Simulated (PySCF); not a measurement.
## SbH: energy against distance

Set-up: basis Sb x2c-TZVPPall, H x2c-TZVPPall; spin-free X2C with a Gaussian nucleus; PySCF 2.14. Energies in eV from Sb + H in their ground configurations at the same level. State: ³Σ⁻ (triplet), unpaired electrons π ↑↑.

All columns are PBE0. A positive dipole means Sb(−)H(+).

```csv
R (Å),E (eV),μ (D),Mulliken charge on Sb (basis-dependent),HOMO (eV),LUMO (eV),Mayer bond order,⟨S²⟩
1.478,-2.040,0.29,0.11,-6.36,-2.72,0.99,2.01
1.546,-2.344,0.15,0.11,-6.36,-2.72,0.98,2.01
1.615,-2.517,0.01,0.11,-6.37,-2.72,0.98,2.01
1.667,-2.581,-0.10,0.11,-6.38,-2.73,0.98,2.01
1.718,-2.599,-0.20,0.11,-6.39,-2.74,0.98,2.01
1.770,-2.581,-0.31,0.11,-6.40,-2.74,0.98,2.01
1.838,-2.512,-0.45,0.11,-6.42,-2.76,0.98,2.01
1.924,-2.372,-0.63,0.11,-6.44,-2.78,0.97,2.01
2.027,-2.154,-0.83,0.11,-6.48,-2.80,0.97,2.01
2.165,-1.814,-1.09,0.11,-6.54,-2.84,0.96,2.02
```

A fit through these points gives, at Re = 1.716 Å, μ = -0.20 D and dμ/dR = -2.06 D/Å; the reduced mass is 0.9995 u.

Q: How strong is the fundamental in the double-harmonic approximation, I = 42.26·(dμ/dR)²/μred km/mol?

A: I = 42.26·(-2.06)²/0.9995 = 179 km/mol at PBE0.

These are scalar-relativistic numbers at best; spin–orbit coupling would shift them, the dissociation energy most. The state was picked by a PBE0 search and need not be the measured ground state.
